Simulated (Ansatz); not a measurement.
Total energies of C$_{4}$H$_{9}$BFN (`CC#[N+][B-](C)(C)F`).

Cartesian coordinates in Å:
```
C 1.422 2.795 0.097
C 0.861 1.467 0.163
N 0.420 0.416 0.218
B -0.224 -1.147 0.314
C -1.757 -0.915 0.722
C 0.067 -1.782 -1.128
F 0.545 -1.706 1.335
H 1.791 2.991 -0.911
H 0.659 3.532 0.352
H 2.249 2.876 0.804
H -2.248 -1.889 0.808
H -2.317 -0.339 -0.022
H -1.861 -0.414 1.690
H -0.321 -2.805 -1.145
H 1.137 -1.840 -1.352
H -0.423 -1.240 -1.943
```

The species carries charge 0 and has multiplicity 1. All single points use the PBE0-D4/def2-TZVP geometry. Basis def2-TZVPP, Ansatz.

RPA on PBE orbitals: Hartree–Fock energy of these orbitals -335.41062 Eh, correlation -1.99216 Eh (frozen core).

| functional | energy without D4 (Eh) | D4 term (kJ/mol) |
| --- | --- | --- |
| r2SCANh | -337.27908 | -8.3 |
| ωB97M-V | -337.34276 | – |

Question: Give the same for LDA (SPW92), PBE, revPBE, BLYP, r2SCAN, B97M-V, PBE0, B3LYP, r2SCAN0, HSE06 (plane-wave form), BHLYP, CAM-B3LYP, LC-ωPBE, ωB97X-V, B2PLYP, PBE-QIDH. (Estimate.)

Answer: Ansatz gave: 
```json
{"functional": "LDA (SPW92)", "energy without D4 (Eh)": "-334.62524", "D4 term (kJ/mol)": "–"}
{"functional": "PBE", "energy without D4 (Eh)": "-337.05718", "D4 term (kJ/mol)": "-29.1"}
{"functional": "revPBE", "energy without D4 (Eh)": "-337.37256", "D4 term (kJ/mol)": "-95.9"}
{"functional": "BLYP", "energy without D4 (Eh)": "-337.36205", "D4 term (kJ/mol)": "-64.0"}
{"functional": "r2SCAN", "energy without D4 (Eh)": "-337.29476", "D4 term (kJ/mol)": "-7.9"}
{"functional": "B97M-V", "energy without D4 (Eh)": "-337.45594", "D4 term (kJ/mol)": "–"}
{"functional": "PBE0", "energy without D4 (Eh)": "-337.08862", "D4 term (kJ/mol)": "-24.7"}
{"functional": "B3LYP", "energy without D4 (Eh)": "-337.49825", "D4 term (kJ/mol)": "-46.0"}
{"functional": "r2SCAN0", "energy without D4 (Eh)": "-337.25706", "D4 term (kJ/mol)": "-9.0"}
{"functional": "HSE06 (plane-wave form)", "energy without D4 (Eh)": "-337.07017", "D4 term (kJ/mol)": "-22.8"}
{"functional": "BHLYP", "energy without D4 (Eh)": "-337.30174", "D4 term (kJ/mol)": "-32.2"}
{"functional": "CAM-B3LYP", "energy without D4 (Eh)": "-337.32884", "D4 term (kJ/mol)": "-24.7"}
{"functional": "LC-ωPBE", "energy without D4 (Eh)": "-337.26707", "D4 term (kJ/mol)": "–"}
{"functional": "ωB97X-V", "energy without D4 (Eh)": "-337.37963", "D4 term (kJ/mol)": "–"}
{"functional": "B2PLYP", "energy without D4 (Eh)": "-337.21726", "D4 term (kJ/mol)": "–"}
{"functional": "PBE-QIDH", "energy without D4 (Eh)": "-337.04610", "D4 term (kJ/mol)": "–"}
```

B3LYP takes the VWN-RPA correlation (the form of Gaussian; ORCA's B3LYP/G). HSE06 is the plane-wave form, built on full-range PBE exchange. The double hybrids freeze the cores in their second-order part.

LC-ωPBE has ω = 0.4 bohr⁻¹.
